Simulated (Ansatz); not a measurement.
Reactions of CH$_{6}$MgO$_{2}$Si, SMILES `C[O][Mg][O][SiH3]`.

Program: Ansatz. Geometries: PBE0-D4/def2-TZVP. ΔE: electronic, gas phase. CCSD(T)/CBS is the MP2 limit (def2-TZVPP, def2-QZVPP) plus CCSD(T) − MP2 in def2-TZVPP, frozen cores. This one scheme is used for every species. Functionals use def2-TZVPP. B3LYP here is the variant with VWN-RPA as its local correlation; programs differ in this. Elements past krypton have def2 core potentials. For Cd, Mg, Sn outer-core shells are correlated without core-valence functions, which leaves a few kJ/mol of doubt a bond. One conformer a species, not always the lowest.

```json
{"reaction": "`C[O][Mg][O][SiH3]` + CH₃OH → `C[O][Mg][O]C` + silanol", "B3LYP-D4 (kJ/mol)": "37", "r2SCAN-D4 (kJ/mol)": "38"}
{"reaction": "`C[O][Mg][O][SiH3]` + `[OH][Sn][F]` → `[F][Sn][O][SiH3]` + `C[O][Mg][OH]`", "B3LYP-D4 (kJ/mol)": "8", "r2SCAN-D4 (kJ/mol)": "13"}
{"reaction": "`C[O][Mg][O][SiH3]` + `[OH][Al]([OH])[OH]` → `C[O][Al]([OH])[OH]` + `[OH][Mg][O][SiH3]`", "B3LYP-D4 (kJ/mol)": "2", "r2SCAN-D4 (kJ/mol)": "4"}
{"reaction": "`C[O][Mg][O][SiH3]` + `C=NC(=N)O` → `[OH][Mg][O][SiH3]` + `C=NC(=N)OC`", "B3LYP-D4 (kJ/mol)": "-13", "r2SCAN-D4 (kJ/mol)": "-13"}
{"reaction": "`C[O][Mg][O][SiH3]` + `[OH][Cd][F]` → `[F][Cd][O][SiH3]` + `C[O][Mg][OH]`", "B3LYP-D4 (kJ/mol)": "18", "r2SCAN-D4 (kJ/mol)": "20"}
{"reaction": "`C[O][Mg][O][SiH3]` + `F[SiH2]N[SiH3]` → `F[SiH2]N([SiH3])[SiH3]` + `C[O][Mg][OH]`", "B3LYP-D4 (kJ/mol)": "69", "r2SCAN-D4 (kJ/mol)": "70"}
{"reaction": "`C[O][Mg][O][SiH3]` + H₂O → `C[O][Mg][OH]` + silanol", "B3LYP-D4 (kJ/mol)": "36", "r2SCAN-D4 (kJ/mol)": "36"}
{"reaction": "`C[O][Mg][O][SiH3]` + `NC[SiH2]S` → `NC[SiH2]S[SiH3]` + `C[O][Mg][OH]`", "B3LYP-D4 (kJ/mol)": "58", "r2SCAN-D4 (kJ/mol)": "55"}
{"reaction": "`C[O][Mg][O][SiH3]` + `CO[SiH](O)Cl` → `CO[SiH](Cl)OC` + `[OH][Mg][O][SiH3]`", "B3LYP-D4 (kJ/mol)": "1", "r2SCAN-D4 (kJ/mol)": "2"}
{"reaction": "`C[O][Mg][O][SiH3]` + CH₃SH → `C[S][Mg][O][SiH3]` + CH₃OH", "B3LYP-D4 (kJ/mol)": "5", "r2SCAN-D4 (kJ/mol)": "3"}
```

Task: Give the CCSD(T)/CBS values in the same order. (Estimate.)

Result: Computed: 42, 13, 5, -15, 22, 71, 44, 62, 2, 5 kJ/mol.

Largest T1 diagnostic: 0.018, for `[OH][Sn][F]`.
